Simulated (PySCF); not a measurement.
Ge(Cl)3(SiH3) (Cl3GeH3Si), SMILES [SiH3][Ge]([Cl])([Cl])[Cl].

Coordinates come from a B3LYP-D3(BJ)/def2-SVP optimisation.

All values below come from B3LYP-D3(BJ)/def2-SVP run with PySCF.

Frequencies are harmonic and unscaled.

Modes within 1.5 cm⁻¹ of each other (mostly degenerate sets) share a row, with their intensities summed.

Computed vibrational spectrum:
| mode | ν (cm⁻¹) | IR (km/mol) | Raman (Å⁴/amu) | depolarisation | moving atoms (share of kinetic energy) |
|---|---|---|---|---|---|
| 1–2 | 80 | 0.9 | 4.6 | 0.75 | Cl 46 %, Si 34 %, H 11 %, Ge 9 % |
| 3 | 99 | 0.0 | 0.0 | – | H 99 % |
| 4–5 | 141 | 6.2 | 5.8 | 0.75 | Cl 82 %, Ge 16 % |
| 6 | 158 | 16.3 | 4.3 | 0.73 | Cl 61 %, Ge 22 %, Si 16 % |
| 7 | 327 | 4.9 | 29.4 | 0.05 | Si 48 %, Cl 41 % |
| 8 | 420 | 45.2 | 5.7 | 0.33 | Cl 47 %, Ge 37 %, Si 13 % |
| 9–10 | 425 | 150.1 | 14.6 | 0.75 | Cl 62 %, Ge 37 % |
| 11–12 | 525 | 2.6 | 19.7 | 0.75 | H 87 %, Si 10 % |
| 13 | 859 | 295.8 | 2.0 | 0.47 | H 90 %, Si 10 % |
| 14–15 | 934 | 84.5 | 39.4 | 0.75 | H 97 % |
| 16 | 2236 | 39.9 | 260.2 | 0.00 | H 99 % |
| 17–18 | 2259 | 113.4 | 225.7 | 0.75 | H 96 % |
